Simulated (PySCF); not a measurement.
**Molecular orbitals of CBr**

PBE0 at R = 1.821 Å; basis C def2-TZVPP, Br def2-TZVPP; no relativity; PySCF 2.14. State: ²Π (doublet), unpaired electrons π ↑. Only the outer orbitals are listed, counted within each symmetry.

```tsv
spin	orbital	occ.	ε (eV)	on C (%)	main shells (%)
α	8σ	1	-23.98	22	76 Br s, 16 C s
α	9σ	1	-16.56	53	52 C s, 26 Br p, 20 Br s
α	4π	1	-10.71	27	72 Br p, 26 C p
α	4π	1	-10.36	16	84 Br p, 14 C p
α	10σ	1	-9.72	65	35 Br p, 34 C p, 30 C s
α	5π	1	-6.49	70	70 C p, 27 Br p
α	5π	0	-3.51	80	80 C p, 15 Br p
α	11σ	0	0.39	38	45 Br p, 39 C p, 15 Br d
β	8σ	1	-23.70	17	80 Br s, 12 C s
β	9σ	1	-15.56	49	47 C s, 34 Br p, 16 Br s
β	4π	1	-10.31	13	87 Br p, 12 C p
β	4π	1	-9.88	9	90 Br p, 8 C p
β	10σ	1	-9.16	71	38 C s, 33 C p, 29 Br p
β	5π	0	-3.06	82	82 C p, 12 Br p
β	5π	0	-1.80	85	85 C p, 8 Br p
β	11σ	0	0.71	38	44 Br p, 39 C p, 16 Br d
```

**Question.** Which are the highest filled and the lowest empty level, where do they sit, and how wide is the gap?

**Answer.** Highest filled α 5π at -6.49 eV (in %: 70 C p, 27 Br p); lowest empty α 5π at -3.51 eV (in %: 80 C p, 15 Br p); the gap at PBE0 is 2.98 eV. Both belong to one degenerate shell, split only by its one-sided filling, so this is no excitation gap.

| Item | Value |
| --- | --- |
| bond order (Mayer) | 1.59 |
| ⟨S²⟩ | 0.756 |
| charge on C (Mulliken, basis-dependent) | -0.12 |
| charge on C (Löwdin, basis-dependent) | -0.43 |
| dipole moment (positive dipole means C(−)Br(+)) | 1.49 D |
| polarisability along the bond | 44.1 bohr³ |
| polarisability across the bond | 22.4 bohr³ |

Spin–orbit coupling is left out. The state is the lowest determinant that a PBE0 search found; another state may lie lower at other levels.
